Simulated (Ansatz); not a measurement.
`[CH3][Al]([CH3])[SnH3]`. Total charge 0; spin multiplicity 1. Sn: def2 effective core potential. All single points use the PBE0-D4/def2-TZVP geometry.

```xyz
13

C     1.065    1.392    1.184
Al    0.265    0.010    0.057
C     1.397   -1.380   -0.724
Sn   -2.357   -0.001   -0.431
H     0.347    2.127    1.551
H     1.554    0.938    2.053
H     1.848    1.928    0.636
H     1.940   -1.917    0.061
H     0.848   -2.115   -1.315
H     2.158   -0.930   -1.372
H    -3.227    1.258    0.343
H    -3.119   -1.458    0.060
H    -2.720    0.148   -2.102
```

**Question.** What is the dipole moment at B3LYP/def2-TZVPP? (An estimate is asked.)

**Answer.** The calculation gave: 2.11 D, with components (2.07, 0.03, 0.40) D in this frame, pointing from negative to positive charge.

**Question.** And with PBE, r2SCAN, ωB97M-V? (An estimate is asked.)

**Answer.** The calculation gave: PBE 2.08 D, r2SCAN 2.10 D, ωB97M-V 2.12 D.

**Question.** Give the Mulliken charges with B3LYP, PBE, r2SCAN in def2-TZVPP. (An estimate is asked.)

**Answer.** The calculation gave: 
| atom | B3LYP | PBE | r2SCAN |
| --- | --- | --- | --- |
| C1 | -0.44 | -0.43 | -0.39 |
| Al2 | 0.50 | 0.46 | 0.60 |
| C3 | -0.44 | -0.43 | -0.39 |
| Sn4 | 0.24 | 0.16 | 0.17 |
| H5 | 0.10 | 0.11 | 0.07 |
| H6 | 0.09 | 0.09 | 0.06 |
| H7 | 0.09 | 0.10 | 0.07 |
| H8 | 0.09 | 0.10 | 0.07 |
| H9 | 0.10 | 0.10 | 0.07 |
| H10 | 0.09 | 0.09 | 0.07 |
| H11 | -0.14 | -0.12 | -0.13 |
| H12 | -0.14 | -0.12 | -0.13 |
| H13 | -0.14 | -0.12 | -0.13 |

B3LYP here is the variant with VWN-RPA as its local correlation; programs differ in this.

All numbers were calculated with Ansatz.
